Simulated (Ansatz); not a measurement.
Relaxation of Ge2H8OSn (12 atoms, charge 0, multiplicity 1), to a largest force component of 0.015 eV/Å in at most 40 steps.

Method: RHF/def2-SVP (Ansatz 0.2.0).

```xyz
12
Properties=species:S:1:pos:R:3
O -2.110 1.434 -0.603
Ge -0.929 1.680 0.664
Sn 0.215 -0.589 1.079
Ge 1.246 -1.483 -1.160
H -1.665 1.057 -1.385
H -1.607 2.185 1.969
H 0.153 2.727 0.211
H -0.871 -1.713 1.739
H 1.569 -0.351 2.267
H 1.955 -2.766 -0.910
H 2.275 -0.343 -1.613
H 0.136 -1.597 -2.209
```

**Question.** Where does it end, and by what steps?

**Answer.** The run converged. After 7 steps the energy has fallen by 0.300 eV; H5 moved furthest, 0.40 Å.

```
step  energy less start (eV)  largest force component (eV/Å)  accepted
   0                  0.0000                           1.856       yes
   1                 -0.1206                           1.817       yes
   2                 -0.1697                           0.788       yes
   3                 -0.2970                           0.086       yes
   4                 -0.2992                           0.021       yes
   5                 -0.3000                           0.020       yes
   6                 -0.3001                           0.057       yes
   7                 -0.3003                           0.006       yes
```

```xyz
12
Properties=species:S:1:pos:R:3
O -2.190 1.520 -0.543
Ge -0.940 1.717 0.703
Sn 0.304 -0.589 1.098
Ge 1.341 -1.529 -1.146
H -1.899 1.378 -1.430
H -1.701 2.183 1.945
H 0.048 2.810 0.257
H -0.801 -1.732 1.734
H 1.559 -0.377 2.247
H 2.017 -2.887 -0.911
H 2.386 -0.548 -1.698
H 0.242 -1.704 -2.207
```

Whether the end is a true minimum wasn't checked by a vibrational analysis.

Run time: 42 s on 2 threads of Arm Neoverse V1, on a shared host, peak memory 0.5 GiB.
